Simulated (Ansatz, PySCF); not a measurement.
This PySCF input computes a CAM-B3LYP/def2-TZVPD energy:

```python
from pyscf import gto, scf, dft

mol = gto.M(
    atom='''
    In    0.03171659    0.00673677    0.01266736
    H    -0.49704265   -1.67086301   -0.21062757
    H    -1.05707047    1.34076124   -0.41007300
    ''',
    basis='def2-tzvpd',
    ecp='def2-tzvp',
    charge=0,
    spin=1,
    verbose=4,
)

mf = dft.UKS(mol, xc='camb3lyp').density_fit(auxbasis='def2-universal-jkfit')
mf.grids.level = 3
mf.conv_tol = 1e-9
mf.max_cycle = 100
mf.max_memory = 1500
mf.kernel()
if not mf.converged:
    mf = mf.newton()
    mf.kernel(mf.make_rdm1())
for _ in range(2):
    mo, _, stable, _ = mf.stability(return_status=True)
    if stable:
        break
    mf.kernel(mf.make_rdm1(mo, mf.mo_occ))
mf.analyze()
```

Task: Write an input for the same energy in Ansatz (a program for electronic structure) and say what it gives.

Result: 
Ansatz 0.2 input:
```yaml
crystal:
  periodic: [false, false, false]
  atoms:
    - {symbol: In, position_ang: [0.03171659, 0.00673677, 0.01266736]}
    - {symbol: H, position_ang: [-0.49704265, -1.67086301, -0.21062757]}
    - {symbol: H, position_ang: [-1.05707047, 1.34076124, -0.41007300]}
basis:
  gaussian:
    orbitals: def2-TZVPD
hamiltonian:
  xc: {name: CAM-B3LYP}
magnetization: {spin_polarized: true, initial_magnetization: 1}
output: {forces: true}
```
It gives -191.25030 Eh, and PySCF -191.25035 Eh, a difference of 0.05 mEh, from the treatment of integrals and grids.
